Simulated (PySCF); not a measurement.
**Computed structure and properties of [Re(BH4)4]+**

System: [Re(BH4)4]+ (triplet); start: template (C2v). Method: PySCF 2.14.0, UKS r2SCAN, Re def2-SVP with ECP60, B def2-SVP, H def2-SVP; non-relativistic Hamiltonian with scalar-relativistic core potentials where named; density fitting; no spin-orbit coupling.

Input of the relaxation:

```python
mol = gto.M(atom='''
Re     0.00000    -0.00000     0.00000
B      1.18130     1.18130     1.18130
H      1.87410     1.87410     1.87410
H      0.45990     0.45990     1.90360
H      1.90360     0.45990     0.45990
H      0.45990     1.90360     0.45990
B     -1.18130    -1.18130     1.18130
H     -1.87410    -1.87410     1.87410
H     -0.45990    -0.45990     1.90360
H     -1.90360    -0.45990     0.45990
H     -0.45990    -1.90360     0.45990
B      1.18130    -1.18130    -1.18130
H      1.87410    -1.87410    -1.87410
H      1.42240    -1.42240     0.02130
H     -0.02130    -1.42240    -1.42240
H      1.42240     0.02130    -1.42240
B     -1.18130     1.18130    -1.18130
H     -1.87410     1.87410    -1.87410
H     -1.42240     1.42240     0.02130
H      0.02130     1.42240    -1.42240
H     -1.42240    -0.02130    -1.42240''',
    basis={'Re': 'def2-SVP', 'B': 'def2-SVP', 'H': 'def2-SVP'},
    ecp={'Re': 'def2-SVP'},
    charge=1, spin=2)
mf = dft.UKS(mol, xc='R2SCAN')
mf.grids.atom_grid = (50, 194)
mf = mf.density_fit()  # fitting sets: Re def2-universal-JKFIT, B def2-universal-JKFIT, H def2-universal-JKFIT
mf.conv_tol = 1e-08; mf.max_cycle = 55
mf.kernel(dm0)  # dm0: converged density of the start geometry
# quasi-Newton relaxation in Cartesian coordinates to a largest gradient under 0.00045 Eh/bohr, steps kept in the point group
```

Run from Python with OMP_NUM_THREADS=4; the lines above give its settings. Where DIIS fails, smearing, a level shift and second-order steps follow.
It took 7.6 min on 4 threads of Intel(R) Xeon(R) 6975P-C (Granite Rapids) (shared host), from the converged density of the start.

Course of the relaxation:

| step | energy above end (eV) | largest force component within the symmetry (eV/Å) |
| --- | --- | --- |
| 0 | 1.9152 | 1.530 |
| 1 | 1.2631 | 0.912 |
| 2 | 0.8855 | 0.502 |
| 3 | 0.7702 | 0.306 |
| 4 | 0.7160 | 0.375 |
| 5 | 0.6685 | 0.377 |
| 6 | 0.6285 | 0.311 |
| 7 | 0.5913 | 0.401 |
| 20 | 0.0014 | 0.020 |
| 21 | 0.0010 | 0.053 |
| 22 | 0.0006 | 0.077 |
| 23 | 0.0002 | 0.037 |
| 24 | 0.0001 | 0.010 |
| 25 | 0.0000 | 0.016 |
(The steps between are left out.)

Relaxed geometry (C2v):

```xyz
21

Re    0.0000    0.0000   -0.0531
B     1.4388    1.4388    1.0451
H     1.6505    1.6505    2.2304
H     0.5806    0.5806    1.5657
H     2.3868    0.8828    0.5162
H     0.8828    2.3868    0.5162
B    -1.4388   -1.4388    1.0451
H    -1.6505   -1.6505    2.2304
H    -0.5806   -0.5806    1.5657
H    -2.3868   -0.8828    0.5162
H    -0.8828   -2.3868    0.5162
B     1.2566   -1.2566   -1.2257
H     1.9494   -1.9494   -1.9164
H     1.3376   -1.3376    0.0839
H     0.0357   -1.5388   -1.3945
H     1.5388   -0.0357   -1.3945
B    -1.2566    1.2566   -1.2257
H    -1.9494    1.9494   -1.9164
H    -1.3376    1.3376    0.0839
H    -0.0357    1.5388   -1.3945
H    -1.5388    0.0357   -1.3945
```

| contact | Å |
| --- | --- |
| Re1–H4 (BH4) | 1.815 |
| Re1–H9 (BH4) | 1.815 |
| Re1–H14 (BH4) | 1.897 |
| Re1–H19 (BH4) | 1.897 |

Short contacts between ligands at the end: H4···H9 1.64 Å.

On the finer grid (75, 302):

The HOMO is -11.15 eV and the LUMO is -10.31 eV. The dipole about the centre of mass is 1.45 D. The spin squared is 2.019 and the set of Mulliken populations of Re1 outside the core potential is s 2.82, p 6.11, d 5.45, f 0.06. The D3(BJ) dispersion energy (not in the energies) is -0.163 eV.

```csv
atom,Mulliken (e),Löwdin (e),spin (e)
Re1,0.56,0.12,1.56
B2,-0.35,-0.26,-0.01
H3,0.10,0.08,0.04
H4,0.08,0.12,-0.02
H5,0.10,0.07,0.08
H6,0.10,0.07,0.08
B7,-0.35,-0.26,-0.01
H8,0.10,0.08,0.04
H9,0.08,0.12,-0.02
H10,0.10,0.07,0.08
H11,0.10,0.07,0.08
B12,-0.37,-0.12,0.01
H13,0.14,0.07,-0.02
H14,0.15,0.13,-0.01
H15,0.14,0.13,0.03
H16,0.14,0.13,0.03
B17,-0.37,-0.12,0.01
H18,0.14,0.07,-0.02
H19,0.15,0.13,-0.01
H20,0.14,0.13,0.03
H21,0.14,0.13,0.03
```

No frequency check is given for this geometry.

Taking off one BH4 (charge -1, singlet; the rest: triplet) in vacuum, both parts rigid, costs 14.40 eV; the small basis without counterpoise inflates it. Most of it is the attraction of opposite charges; other ways to part are cheaper, and one spin state was tried for the rest.

Rigid scan of BH4 along the line from its metal:

```
distance to B2 (Å)  energy (eV)
              2.01        0.874
              2.11        0.347
              2.21        0.078
              2.31        0.000
              2.41        0.060
              2.51        0.214
              2.71        0.680
              3.01        1.491
              3.41        2.325
              3.91        2.791
```

One start shape was tried, so this needn't be the lowest isomer.

Open shells may have lower solutions than the one found.
